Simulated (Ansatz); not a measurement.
System: BSiH3F2, charge 0, singlet. BSiH3F2 (SMILES FB([SiH3])F).
B3LYP-D3(BJ)/def2-TZVP minimum from Ansatz (an electronic-structure program):
```
Si
H 1 1.4797
H 1 1.4819 2 109.64
H 1 1.4828 2 109.40 3 119.01
B 1 2.0345 2 110.99 4 120.06
F 5 1.3239 1 122.71 2 -6.23
F 5 1.3249 6 116.14 1 179.63
```

Atomisation energy term by term, kcal/mol (programs: Ansatz). Radicals and triplets start from unrestricted determinants; spin-orbit coupling is neglected. Correlated methods leave the cores frozen. Rows without X2C or -DK are non-relativistic. CBS(X,Y): correlation extrapolated as X^-3, Hartree-Fock from the larger set. A bracket is a step between two methods taken in the basis named. '+ core + X2C': CCSD(T) terms for core correlation (cc-pwCVTZ, 1s frozen past Ne) and scalar relativity (cc-pVTZ-DK). Where a partner has so few electrons that a lower coupled-cluster level is exact, that level stands in.

```csv
term,basis,kcal/mol
Hartree-Fock,cc-pV(Q+d)Z,476.58
CCSD correlation,"CBS(cc-pV(T+d)Z,cc-pV(Q+d)Z)",129.79
(T),"CBS(cc-pV(T+d)Z,cc-pV(Q+d)Z)",8.45
CCSDT(Q) - CCSD(T),cc-pV(D+d)Z,0.56
core correlation,cc-pwCVTZ,1.26
scalar relativity,"X2C, cc-pVTZ-DK",-1.10
sum: De,,615.5
```
